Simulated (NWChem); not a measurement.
System: C₂H₆BF; SMILES CB(C)F

Here is an NWChem input.

```
start job
memory heap 200 mb stack 900 mb global 1100 mb
geometry units angstroms noautosym nocenter noautoz
  B      0.076918    -0.000962    -0.002000
  F      1.419463     0.010812    -0.004601
  C     -0.645026    -1.398599     0.030955
  H     -0.911117    -1.679435    -1.000529
  H     -1.588205    -1.373544     0.589523
  H     -0.012294    -2.199727     0.427938
  C     -0.662790     1.387872    -0.032183
  H     -1.659240     1.335031    -0.485055
  H     -0.079083     2.166901    -0.535413
  H     -0.811728     1.727152     1.005311
end
basis spherical
  B library 6-31g*
  F library 6-31g*
  C library 6-31g*
  H library 6-31g*
end
dft
  xc hfexch
  iterations 150
  mulliken
end
task dft energy
esp
  recalculate
  probe 0.07
  range 0.3
  factor 1.0
  spacing 0.02
end
task esp
```

Excerpt of the output:

```
             Northwest Computational Chemistry Package (NWChem) 7.3.0
             --------------------------------------------------------

                             Geometry "geometry" -> ""
                             -------------------------

 Output coordinates in angstroms (scale by  1.889725989 to convert to a.u.)

  No.       Tag          Charge          X              Y              Z
 ---- ---------------- ---------- -------------- -------------- --------------
    1 B                    5.0000     0.07691800    -0.00096200    -0.00200000
    2 F                    9.0000     1.41946300     0.01081200    -0.00460100
    3 C                    6.0000    -0.64502600    -1.39859900     0.03095500
    4 H                    1.0000    -0.91111700    -1.67943500    -1.00052900
    5 H                    1.0000    -1.58820500    -1.37354400     0.58952300
    6 H                    1.0000    -0.01229400    -2.19972700     0.42793800
    7 C                    6.0000    -0.66279000     1.38787200    -0.03218300
    8 H                    1.0000    -1.65924000     1.33503100    -0.48505500
    9 H                    1.0000    -0.07908300     2.16690100    -0.53541300
   10 H                    1.0000    -0.81172800     1.72715200     1.00531100

 Effective nuclear repulsion energy (a.u.)     110.5735234880

  xc_inp: hfexch multiplicative factor not found.

                                 NWChem DFT Module
                                 -----------------

 Summary of "ao basis" -> "ao basis" (spherical)
 ------------------------------------------------------------------------------
       Tag                 Description            Shells   Functions and Types
 ---------------- ------------------------------  ------  ---------------------
 B                           6-31g*                  6       14   3s2p1d
 F                           6-31g*                  6       14   3s2p1d
 C                           6-31g*                  6       14   3s2p1d
 H                           6-31g*                  2        2   2s

            General Information
            -------------------
          SCF calculation type: DFT
          Wavefunction type:  closed shell.
          No. of atoms     :    10
          No. of electrons :    32
           Alpha electrons :    16
            Beta electrons :    16
          Charge           :     0
          Spin multiplicity:     1
          Use of symmetry is: off; symmetry adaption is: off
          Maximum number of iterations: 150
          AO basis - number of functions:    68
                     number of shells:    36
          Convergence on energy requested:  1.00D-06
          Convergence on density requested:  1.00D-05
          Convergence on gradient requested:  5.00D-04

              XC Information
              --------------
                     Hartree-Fock (Exact) Exchange  1.000

      Superposition of Atomic Density Guess
      -------------------------------------

 Sum of atomic energies:        -202.20832405

      Non-variational initial energy
      ------------------------------

 Total energy =    -204.169817
 1-e energy   =    -494.499215
 2-e energy   =     179.755875
 HOMO         =      -0.351597
 LUMO         =       0.061357

     ---------------------------------------------
      Total Density - Mulliken Population Analysis
     ---------------------------------------------

    Atom       Charge   Shell Charges
 -----------   ------   -------------------------------------------------------
    1 B    5     4.08   2.00  0.56  0.95  0.33  0.14  0.09
    2 F    9     9.49   2.00  0.95  3.46  0.98  2.09  0.01
    3 C    6     6.97   2.00  0.73  2.14  0.70  1.39  0.02
    4 H    1     0.74   0.45  0.29
    5 H    1     0.75   0.45  0.29
    6 H    1     0.76   0.46  0.30
    7 C    6     6.97   2.00  0.73  2.14  0.70  1.39  0.02
    8 H    1     0.75   0.46  0.29
    9 H    1     0.75   0.46  0.30
   10 H    1     0.74   0.45  0.29

   convergence    iter        energy       DeltaE   RMS-Dens  Diis-err
 ---------------- ----- ----------------- --------- --------- ---------
 d= 0,ls=0.0,diis     1   -203.3696518292 -3.14D+02  6.84D-03  4.07D-01
 d= 0,ls=0.0,diis     2   -203.4186847374 -4.90D-02  2.38D-03  8.29D-02
 d= 0,ls=0.0,diis     3   -203.4260225620 -7.34D-03  8.27D-04  5.66D-03
 d= 0,ls=0.0,diis     4   -203.4268605726 -8.38D-04  2.22D-04  1.77D-04
 d= 0,ls=0.0,diis     5   -203.4268951574 -3.46D-05  6.98D-05  1.20D-05
  Resetting Diis
 d= 0,ls=0.0,diis     6   -203.4268976409 -2.48D-06  1.44D-05  3.26D-07
 d= 0,ls=0.0,diis     7   -203.4268977423 -1.01D-07  2.33D-06  1.78D-08

         Total DFT energy =     -203.426897742272
      One electron energy =     -497.878918997217
           Coulomb energy =      210.440978105406
    Exchange-Corr. energy =      -26.562480338511
 Nuclear repulsion energy =      110.573523488050

 Numeric. integr. density =        0.000000000000

                       DFT Final Molecular Orbital Analysis
                       ------------------------------------

 Vector   14  Occ=2.000000D+00  E=-5.330173D-01
              MO Center= -6.1D-01,  3.6D-01, -5.1D-02, r^2= 3.8D+00
   Bfn.  Coefficient  Atom+Function         Bfn.  Coefficient  Atom+Function
  ----- ------------  ---------------      ----- ------------  ---------------
    51      0.313230   7 C  px               31     -0.227121   3 C  px
    55      0.188645   7 C  px               65      0.182817   9 H  s
    63     -0.179270   8 H  s                18     -0.177625   2 F  py
    66      0.149535   9 H  s                64     -0.147866   8 H  s
    45      0.144058   5 H  s                47     -0.142588   6 H  s

 Vector   15  Occ=2.000000D+00  E=-5.311082D-01
              MO Center= -5.4D-01, -4.0D-01,  2.5D-02, r^2= 3.3D+00
   Bfn.  Coefficient  Atom+Function         Bfn.  Coefficient  Atom+Function
  ----- ------------  ---------------      ----- ------------  ---------------
    31      0.291225   3 C  px               51      0.179084   7 C  px
    35      0.165763   3 C  px               17      0.163225   2 F  px
    33      0.158666   3 C  pz               53     -0.157125   7 C  pz
    43     -0.153149   4 H  s                 3     -0.146673   1 B  px
    47      0.140731   6 H  s                67     -0.132735  10 H  s

 Vector   16  Occ=2.000000D+00  E=-4.494604D-01
              MO Center= -2.7D-01, -1.0D-03, -1.4D-03, r^2= 2.7D+00
   Bfn.  Coefficient  Atom+Function         Bfn.  Coefficient  Atom+Function
  ----- ------------  ---------------      ----- ------------  ---------------
     4      0.355712   1 B  py               32     -0.308001   3 C  py
    52     -0.308675   7 C  py               18     -0.219704   2 F  py
    56     -0.215601   7 C  py               36     -0.211894   3 C  py
    22     -0.175773   2 F  py               54      0.154324   7 C  s
    34     -0.153532   3 C  s                31     -0.105736   3 C  px

 Vector   17  Occ=0.000000D+00  E= 1.621456D-01
              MO Center= -6.2D-02,  3.7D-03, -2.1D-03, r^2= 2.7D+00
   Bfn.  Coefficient  Atom+Function         Bfn.  Coefficient  Atom+Function
  ----- ------------  ---------------      ----- ------------  ---------------
     9      0.726388   1 B  pz                5      0.410051   1 B  pz
    68     -0.392634  10 H  s                44      0.386382   4 H  s
    23     -0.251811   2 F  pz               46     -0.221927   5 H  s
    66      0.215385   9 H  s                19     -0.195197   2 F  pz
    64      0.183453   8 H  s                48     -0.167429   6 H  s

[...]

                     NWChem Electrostatic Potential Fit Module
                     -----------------------------------------

 Atom parameters

 Number of atoms is                                   10
 Number of basis functions is                         68

 Grid parameters

 Maximum number of grid points is                  39853
 Number of grid points is                          39852
 Grid range                                     0.300000 nm
 Grid spacing                                   0.020000 nm
 Probe radius                                   0.070000 nm
 Atom radius factor                             1.000000

 Atomic radii

    1    0.100000
    5    0.158000
    6    0.147000
    9    0.128000
 FASTESP  F
  using M.O. file = ./job.movecs

    Atom              Coordinates                           Charge

                                                  ESP

    1 B     0.007692   -0.000096   -0.000200    0.806923
    2 F     0.141946    0.001081   -0.000460   -0.395687
    3 C    -0.064503   -0.139860    0.003096   -0.467348
    4 H    -0.091112   -0.167944   -0.100053    0.093140
    5 H    -0.158821   -0.137354    0.058952    0.075584
    6 H    -0.001229   -0.219973    0.042794    0.093817
    7 C    -0.066279    0.138787   -0.003218   -0.474911
    8 H    -0.165924    0.133503   -0.048506    0.075549
    9 H    -0.007908    0.216690   -0.053541    0.096332
   10 H    -0.081173    0.172715    0.100531    0.096601
                                            ------------
                                                0.000000

 Dipole moment                                  0.568479

 Quadrupole moment Qxx                         -5.996466
                   Qyy                          0.998416
                   Qzz                          4.998049

 RMS deviation kJ/mol                           0.043107

 RRMS %                                        28.222819
```

Level: Hartree-Fock/6-31G* (spherical d). Coordinates come from a B3LYP/6-31G* (spherical d) optimisation.
